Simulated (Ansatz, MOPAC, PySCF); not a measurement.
Species: NH3, charge 1, multiplicity 2. SMILES: [NH3+]
Geometry: optimised at B3LYP-D3(BJ)/def2-TZVP (Ansatz, a quantum-chemistry and plane-wave program).

Property: vertical electron affinity to the singlet, in eV. Terms: dispersion terms only where a functional's name holds one; 6-311+G** with 5d; spin-orbit terms left out; non-relativistic; frozen cores in correlated levels; six Cartesian d functions in 6-31G* and its kin unless marked 5d; PM7 with its own dispersion and hydrogen-bond terms; each state is the SCF solution reached for its charge and spin; open shells spin-unrestricted. CBS marks a two-point X^-3 extrapolation of the correlation energy; Hartree-Fock from the larger set. Ab initio and DFT rows: single points at B3LYP-D3(BJ) geometries (Ansatz). Semi-empirical rows: differences of heats of formation at the shared geometry for vertical values. Anions need diffuse functions, which STO-3G, LANL2DZ, def2-SVP, cc-pVDZ and Pople sets without + lack.

Coupled cluster (Ansatz) is a level with limits of its own, used here on species with T1 under 0.025 (0.045 for open shells) and stable references: CCSD(T)/CBS(aug-cc-pVTZ,aug-cc-pVQZ).

Value to compare with, CCSD(T)/CBS(aug-cc-pVTZ,aug-cc-pVQZ) (Ansatz): 9.94 eV.

| level | program | vertical electron affinity to the singlet (eV) | difference |
|---|---|---|---|
| PM7 | MOPAC | 9.04 | -0.90 |
| HF/6-31G* | Ansatz | 8.09 | -1.85 |
| HF/6-311+G** | Ansatz | 8.32 | -1.62 |
| PBE/6-311+G** | Ansatz | 9.96 | 0.02 |
| B3LYP/6-31G* | Ansatz | 9.57 | -0.37 |
| B3LYP/6-311+G** | Ansatz | 9.98 | 0.04 |
| PBE0/def2-TZVPD | Ansatz | 9.79 | -0.15 |
| M06-2X/def2-TZVPD | PySCF | 9.97 | 0.03 |

Among the 6 habitual levels, HF/6-31G* lies farthest from CCSD(T)/CBS(aug-cc-pVTZ,aug-cc-pVQZ) (Ansatz) (-1.85 eV); 2 of 6 lie above it, and their mean absolute difference is 0.80 eV, the median 0.64. One case shows no general order.

The levels are drawn from those run, B3LYP/6-31G* more often than the rest, none by its result; left out are runs that failed, that the program found above a lower state of the same kind, or whose <S^2> lies over 0.5 above the pure value.
